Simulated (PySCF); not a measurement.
C5H14BNSi.
Atom-mapped SMILES: `[SiH3:1][NH:2][B:3]1[CH2:4][CH2:5][CH2:6][CH2:7][CH2:8]1`

Structure used (PBE0-D3(BJ)/def2-SVP), in Å, numbered top down from 1:
```
atom  x, y, z in Å
Si1    3.5232   -0.1679    0.9993
N2     2.1803   -0.9717    0.2097
B3     0.7816   -0.7344    0.2398
C4    -0.1988   -1.7033   -0.5448
C5    -1.3951   -0.9696   -1.1587
C6    -2.0661   -0.0318   -0.1604
C7    -1.1094    1.0327    0.3660
C8     0.1115    0.4335    1.0749
H9     4.2654   -1.1298    1.8713
H10    4.4911    0.3542   -0.0145
H11    3.0183    0.9592    1.8286
H12    2.4533   -1.7701   -0.3602
H13   -0.5773   -2.4224    0.2100
H14    0.3229   -2.3158   -1.3005
H15   -1.0540   -0.3742   -2.0254
H16   -2.1327   -1.6858   -1.5581
H17   -2.9410    0.4494   -0.6280
H18   -2.4582   -0.6226    0.6887
H19   -1.6481    1.7210    1.0390
H20   -0.7696    1.6508   -0.4850
H21   -0.2256   -0.0328    2.0230
H22    0.8156    1.2254    1.3729
```

Method used: delta-SCF UKS SCAN, pcX-2 on the ionised atom, pcseg-1 elsewhere, spin-free X2C in PySCF. Every row has its own mixed basis.

```
ionised atom  basis functions  E(ground) (Eh)  E(ionised) (Eh)
          B3              217      -568.63525       -561.46872
          C4              217      -568.63933       -557.99798
          C5              217      -568.64015       -557.97726
          C6              217      -568.64019       -557.97879
          N2              217      -568.65208       -553.79289
         Si1              228      -568.69551       -500.82372
```

Turn these total energies into binding energies.

E(ionised) − E(ground), at 27.2114 eV a hartree:

```tsv
atom	environment	difference (Eh)	binding energy (eV)
B3	three-coordinate boron	7.16653	195.01
C4	sp3 carbon bound to boron	10.64135	289.57
C5	ring CH2 carbon	10.66289	290.15
C6	ring CH2 carbon	10.66140	290.11
N2	silicon-bound nitrogen	14.85919	404.34
Si1	SiH3 silicon	67.87179	1846.89
```

How much do the ground-state energies differ, and what would follow from using one of them for all holes?

They run from -568.6955 Eh (core basis on Si1) to -568.6352 Eh (on B3), 0.0603 Eh or 1.64 eV apart, for one and the same state in different bases and grids. Pairing the ion of B3 with the ground state of Si1 would put its binding energy 1.64 eV too high.

Only 1s holes are shown. Topologically equivalent atoms share the value of their first member; where this conformer doesn't relate them by symmetry, their own values could differ. Isolated species at its PBE0-D3(BJ)/def2-SVP geometry (one conformer only).
